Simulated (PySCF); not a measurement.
C7H11FSi.
Atom-mapped SMILES: `[CH3:1][CH:2]([CH3:3])[C:4]1=[CH:5][SiH2:6][CH:7]=[C:8]1[F:9]` (hydrogens: H10, H11, H12 on C1; H13 on C2; H14, H15, H16 on C3; H17 on C5; H18, H19 on Si6; H20 on C7)

The same species was optimised twice, with GFN2-xTB and with PBE0-D3(BJ)/def2-SVP (PySCF), and the same property calculations (PySCF, gas phase) were run on both structures.

| coordinate | GFN2-xTB | PBE0-D3(BJ)/def2-SVP | change |
| --- | --- | --- | --- |
| C4–C8 (Å) | 1.467 | 1.491 | +0.024 |
| C8–F9 (Å) | 1.353 | 1.333 | -0.020 |
| Si6–C7 (Å) | 1.880 | 1.863 | -0.017 |
| C5–Si6 (Å) | 1.884 | 1.873 | -0.011 |
| C4=C5 (Å) | 1.341 | 1.352 | +0.011 |
| C7=C8 (Å) | 1.332 | 1.342 | +0.010 |
| C1–C2 (Å) | 1.525 | 1.521 | -0.004 |
| C2–C4 (Å) | 1.503 | 1.507 | +0.004 |
| C2–C3 (Å) | 1.534 | 1.533 | -0.001 |
| C5–Si6–C7 (°) | 89.4 | 93.0 | +3.6 |
| Si6–C7–C8 (°) | 107.6 | 105.1 | -2.5 |
| C4–C5–Si6 (°) | 110.5 | 108.1 | -2.4 |
| C4–C8–F9 (°) | 117.8 | 116.0 | -1.8 |
| C3–C2–C4 (°) | 109.0 | 110.1 | +1.1 |
| C4–C8–C7 (°) | 119.2 | 120.2 | +1.0 |
| C1–C2–C3 (°) | 110.5 | 111.3 | +0.8 |
| C7–C8–F9 (°) | 123.0 | 123.7 | +0.7 |
| C1–C2–C4–C5 (°) | 21 | 17 | -4 |

Rotational constants: A = 2066, B = 1061, C = 782.5 MHz (GFN2-xTB) against A = 2084, B = 1067, C = 781.0 MHz (PBE0-D3(BJ)/def2-SVP). Point groups within 0.08 Å: C1 and C1.

On the GFN2-xTB structure: HOMO (eV) -6.69 [PBE0/pcSseg-1]; LUMO (eV) -1.41 [PBE0/pcSseg-1]; dipole (D) 1.28 [PBE0/pcSseg-1]; GIAO shielding of C1/C3 (mean) (ppm) 163.0 [PBE0/pcSseg-1]; GIAO shielding of C2 (ppm) 153.5 [PBE0/pcSseg-1]; GIAO shielding of C4 (ppm) 13.9 [PBE0/pcSseg-1]; GIAO shielding of C5 (ppm) 62.8 [PBE0/pcSseg-1]; GIAO shielding of Si6 (ppm) 402.5 [PBE0/pcSseg-1]; GIAO shielding of C7 (ppm) 86.8 [PBE0/pcSseg-1]; GIAO shielding of C8 (ppm) 5.9 [PBE0/pcSseg-1]; GIAO shielding of F9 (ppm) 263.6 [PBE0/pcSseg-1].

Question: What do these properties become on the PBE0-D3(BJ)/def2-SVP structure?

Answer: 
| property | level | on GFN2-xTB | on PBE0-D3(BJ)/def2-SVP | change |
| --- | --- | --- | --- | --- |
| HOMO (eV) | PBE0/pcSseg-1 | -6.69 | -6.80 | -0.11 |
| LUMO (eV) | PBE0/pcSseg-1 | -1.41 | -1.46 | -0.05 |
| dipole (D) | PBE0/pcSseg-1 | 1.28 | 1.07 | -0.21 |
| energy, GFN2-xTB geometry as zero (kcal/mol) | PBE0/pcSseg-1 | 0.0 | -1.8 | -1.8 |
| GIAO shielding of C1/C3 (mean) (ppm) | PBE0/pcSseg-1 | 163.0 | 161.8 | -1.2 |
| GIAO shielding of C2 (ppm) | PBE0/pcSseg-1 | 153.5 | 152.1 | -1.4 |
| GIAO shielding of C4 (ppm) | PBE0/pcSseg-1 | 13.9 | 10.4 | -3.5 |
| GIAO shielding of C5 (ppm) | PBE0/pcSseg-1 | 62.8 | 59.7 | -3.1 |
| GIAO shielding of Si6 (ppm) | PBE0/pcSseg-1 | 402.5 | 398.8 | -3.7 |
| GIAO shielding of C7 (ppm) | PBE0/pcSseg-1 | 86.8 | 89.0 | +2.2 |
| GIAO shielding of C8 (ppm) | PBE0/pcSseg-1 | 5.9 | 5.6 | -0.3 |
| GIAO shielding of F9 (ppm) | PBE0/pcSseg-1 | 263.6 | 257.9 | -5.7 |

The heavy atoms differ by 0.049 Å rms after alignment. Among bonds between heavy atoms C4–C8 changes most (+0.024 Å). Changes are differences of the printed values. Neither structure is proved a minimum here.

The values belong to the conformer `[CH3:1][CH:2]([CH3:3])[C:4]1=[CH:5][SiH2:6][CH:7]=[C:8]1[F:9]`: C1–C2–C4–C5 17°.
